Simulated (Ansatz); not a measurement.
Program: Ansatz. Geometries: PBE0-D4/def2-TZVP. ΔE: electronic, gas phase. CBS: MP2 limit from def2 TZ/QZ plus the TZ coupled-cluster correction, frozen cores. DFT in def2-TZVPP.

Consider the formal exchange of groups at a C–C bond: `N#Cc1ccco1` + `CC(F)(F)F` → `N#CCC(F)(F)F` + `c1ccoc1`.

`N#Cc1ccco1`:

```xyz
10

N    -0.109   -2.285    2.480
C    -0.101   -1.491    1.644
C    -0.062   -0.533    0.611
C     0.829   -0.324   -0.396
C     0.339    0.790   -1.124
C    -0.807    1.167   -0.504
O    -1.067    0.376    0.551
H     1.721   -0.901   -0.582
H     0.780    1.250   -1.993
H    -1.522    1.951   -0.690
```

`CC(F)(F)F`:

```xyz
8

C    -0.382   -0.337   -0.616
C     0.333    0.294    0.537
F    -0.236    1.452    0.902
F     0.335   -0.502    1.617
F     1.614    0.561    0.242
H    -0.360    0.341   -1.468
H    -1.415   -0.536   -0.334
H     0.112   -1.272   -0.879
```

`N#CCC(F)(F)F`:

```xyz
9

N     0.524   -1.477    2.127
C     0.208   -0.655    1.392
C    -0.198    0.396    0.477
C     0.040    0.031   -0.978
F    -0.646   -1.054   -1.331
F    -0.355    1.041   -1.758
F     1.329   -0.197   -1.223
H    -1.262    0.606    0.602
H     0.360    1.310    0.691
```

`c1ccoc1`:

Cartesian coordinates in Å:
```
C 0.441 0.232 -0.893
C 0.093 -0.989 -0.241
C -0.472 -0.635 0.936
O -0.501 0.710 1.063
C 0.057 1.223 -0.056
H 0.913 0.352 -1.855
H 0.245 -1.994 -0.603
H -0.886 -1.196 1.757
H 0.109 2.298 -0.108
```

```json
{"level": "r2SCAN0", "ΔE (eV)": "0.34"}
{"level": "CCSD/def2-SVP", "ΔE (eV)": "0.26"}
```

Q: What does CCSD(T)/CBS give? (Best estimate.)

A: The calculation gave: +0.28 eV. The listed levels differ from it by 0.06, -0.02 eV.

Largest T1 diagnostic among the species: 0.014.

From BLYP to BHLYP (50 % exact exchange), in def2-TZVPP and without D4, ΔE moves by −0.09 eV. Leaving LDA and LC-ωPBE aside and taking each functional with its dispersion term where it has one, the values, not all of them listed here, spread over 0.14 eV, from ωB97M-V to B97M-V. In def2-TZVPP, CCSD(T) changes the Hartree–Fock value by +0.04 eV (the triples alone add +0.03 eV) and MP2 by +0.09 eV.
